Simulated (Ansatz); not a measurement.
Born–Oppenheimer molecular dynamics of CH8AlBOSi (13 atoms, charge 0, multiplicity 1). It starts at the highest image of a converged band. Of that band: The profile has 2 maxima (images 4, 7) with wells between them (image 6): this band takes more than one step, which may be the mechanism or a detour left from its start path. A vibrational analysis at the climbing image gives one clearly imaginary mode, 436i cm⁻¹: a first-order saddle point.

Method: Ansatz, RKS B3LYP-D4/def2-SVP.

* ensemble: NVE (velocity Verlet)
* time step: 0.5 fs
* steps asked: 144
* starting velocities drawn for: 100 K
* seed: 4574

Frames 1 fs apart, positions in Å.

Velocities at 20 fs (Å/ps):

```
B 1.00 -1.47 2.76
C -1.88 2.34 -0.07
Al 1.65 0.24 -1.18
Si 0.11 -1.06 -0.11
O -0.61 1.19 0.25
H -6.45 -4.46 -16.65
H 3.53 10.09 -3.06
H -5.66 7.20 4.40
H -3.05 -4.98 8.88
H -13.70 -5.84 1.93
H 0.61 -9.65 0.44
H 4.81 7.33 0.52
H -5.92 -7.35 5.27
```

```xyz
13
Properties=species:S:1:pos:R:3 time_fs=20 energy_less_start_eV=0.060 T=58
B -1.673 -0.045 1.198
C -0.629 0.606 0.396
Al 1.062 1.231 -0.855
Si -0.048 -1.071 0.035
O 1.379 -0.584 -1.050
H -2.538 0.436 1.879
H -1.719 -1.308 1.191
H -0.705 1.691 0.349
H 2.263 1.879 -0.068
H 0.446 1.905 -2.150
H 0.688 -1.802 1.075
H -0.778 -2.021 -0.890
H 2.177 -1.104 -1.220
13
Properties=species:S:1:pos:R:3 time_fs=21 energy_less_start_eV=0.049 T=66
B -1.672 -0.046 1.201
C -0.630 0.608 0.396
Al 1.063 1.232 -0.856
Si -0.048 -1.072 0.034
O 1.378 -0.583 -1.050
H -2.545 0.432 1.862
H -1.714 -1.297 1.188
H -0.710 1.699 0.353
H 2.260 1.874 -0.058
H 0.433 1.899 -2.148
H 0.689 -1.813 1.076
H -0.772 -2.012 -0.889
H 2.171 -1.111 -1.215
13
Properties=species:S:1:pos:R:3 time_fs=22 energy_less_start_eV=0.047 T=67
B -1.671 -0.048 1.204
C -0.632 0.610 0.396
Al 1.065 1.232 -0.857
Si -0.048 -1.073 0.034
O 1.377 -0.582 -1.049
H -2.553 0.430 1.846
H -1.707 -1.284 1.185
H -0.715 1.708 0.357
H 2.257 1.870 -0.048
H 0.420 1.893 -2.145
H 0.692 -1.825 1.078
H -0.765 -2.000 -0.885
H 2.164 -1.118 -1.209
13
Properties=species:S:1:pos:R:3 time_fs=23 energy_less_start_eV=0.055 T=62
B -1.671 -0.049 1.206
C -0.633 0.612 0.395
Al 1.066 1.232 -0.858
Si -0.048 -1.074 0.034
O 1.377 -0.581 -1.049
H -2.563 0.429 1.832
H -1.698 -1.272 1.183
H -0.720 1.714 0.360
H 2.254 1.867 -0.036
H 0.408 1.886 -2.142
H 0.694 -1.837 1.080
H -0.757 -1.987 -0.882
H 2.157 -1.124 -1.204
13
Properties=species:S:1:pos:R:3 time_fs=24 energy_less_start_eV=0.068 T=52
B -1.670 -0.050 1.208
C -0.635 0.613 0.395
Al 1.067 1.233 -0.859
Si -0.048 -1.075 0.033
O 1.376 -0.581 -1.049
H -2.575 0.430 1.819
H -1.686 -1.265 1.181
H -0.723 1.717 0.363
H 2.251 1.864 -0.025
H 0.397 1.879 -2.138
H 0.696 -1.849 1.081
H -0.750 -1.975 -0.879
H 2.152 -1.131 -1.199
13
Properties=species:S:1:pos:R:3 time_fs=25 energy_less_start_eV=0.079 T=45
B -1.669 -0.051 1.210
C -0.636 0.615 0.394
Al 1.069 1.234 -0.860
Si -0.048 -1.076 0.033
O 1.375 -0.580 -1.048
H -2.589 0.432 1.809
H -1.674 -1.264 1.180
H -0.726 1.717 0.364
H 2.248 1.862 -0.013
H 0.388 1.873 -2.135
H 0.698 -1.859 1.080
H -0.746 -1.965 -0.879
H 2.148 -1.137 -1.194
13
Properties=species:S:1:pos:R:3 time_fs=26 energy_less_start_eV=0.082 T=42
B -1.668 -0.051 1.212
C -0.636 0.617 0.394
Al 1.069 1.234 -0.861
Si -0.048 -1.076 0.033
O 1.373 -0.580 -1.048
H -2.603 0.434 1.799
H -1.660 -1.269 1.181
H -0.727 1.713 0.365
H 2.244 1.861 -0.001
H 0.379 1.866 -2.131
H 0.698 -1.868 1.077
H -0.744 -1.958 -0.883
H 2.145 -1.143 -1.190
13
Properties=species:S:1:pos:R:3 time_fs=27 energy_less_start_eV=0.081 T=43
B -1.667 -0.050 1.213
C -0.637 0.618 0.394
Al 1.070 1.235 -0.862
Si -0.047 -1.077 0.033
O 1.372 -0.581 -1.047
H -2.615 0.436 1.790
H -1.646 -1.280 1.184
H -0.727 1.708 0.365
H 2.240 1.860 0.009
H 0.373 1.861 -2.128
H 0.697 -1.875 1.071
H -0.746 -1.955 -0.890
H 2.142 -1.149 -1.186
13
Properties=species:S:1:pos:R:3 time_fs=28 energy_less_start_eV=0.079 T=45
B -1.666 -0.049 1.214
C -0.637 0.618 0.393
Al 1.071 1.236 -0.863
Si -0.046 -1.077 0.034
O 1.371 -0.581 -1.047
H -2.626 0.437 1.782
H -1.631 -1.294 1.188
H -0.727 1.703 0.363
H 2.235 1.860 0.019
H 0.367 1.855 -2.126
H 0.694 -1.879 1.064
H -0.750 -1.955 -0.901
H 2.140 -1.152 -1.183
13
Properties=species:S:1:pos:R:3 time_fs=29 energy_less_start_eV=0.079 T=44
B -1.666 -0.047 1.215
C -0.637 0.619 0.393
Al 1.072 1.236 -0.863
Si -0.046 -1.077 0.034
O 1.369 -0.582 -1.046
H -2.634 0.437 1.774
H -1.617 -1.308 1.194
H -0.727 1.700 0.360
H 2.229 1.861 0.027
H 0.364 1.851 -2.124
H 0.691 -1.883 1.054
H -0.757 -1.957 -0.914
H 2.137 -1.155 -1.180
13
Properties=species:S:1:pos:R:3 time_fs=30 energy_less_start_eV=0.084 T=41
B -1.666 -0.045 1.215
C -0.637 0.618 0.393
Al 1.072 1.237 -0.863
Si -0.045 -1.077 0.035
O 1.368 -0.583 -1.046
H -2.639 0.434 1.766
H -1.603 -1.320 1.202
H -0.726 1.700 0.355
H 2.223 1.862 0.034
H 0.362 1.849 -2.124
H 0.688 -1.884 1.044
H -0.764 -1.960 -0.928
H 2.135 -1.155 -1.178
13
Properties=species:S:1:pos:R:3 time_fs=31 energy_less_start_eV=0.090 T=37
B -1.666 -0.043 1.215
C -0.637 0.616 0.393
Al 1.073 1.238 -0.863
Si -0.045 -1.076 0.035
O 1.367 -0.584 -1.045
H -2.641 0.429 1.758
H -1.589 -1.328 1.211
H -0.725 1.704 0.348
H 2.216 1.863 0.040
H 0.361 1.847 -2.125
H 0.685 -1.885 1.034
H -0.771 -1.962 -0.942
H 2.132 -1.155 -1.176
```

Of the whole run (72 fs, mean temperature of the second half 153 K): The conserved energy stayed within 0.035 meV per atom of its start (net change 0.025 meV per atom), so the integration is sound. The kinetic energy rose, since the run started high on the potential surface and went downhill. A run of 0.072 ps of so small a system gives no equilibrium averages. The orbitals stay closed-shell, which can raise the energy where a bond breaks towards radicals; this wasn't checked here.

The run took 9.6 min on 2 threads of Intel(R) Xeon(R) Platinum 8259CL CPU @ 2.50GHz (Skylake/Cascade Lake) (shared host), peak memory 0.3 GiB.
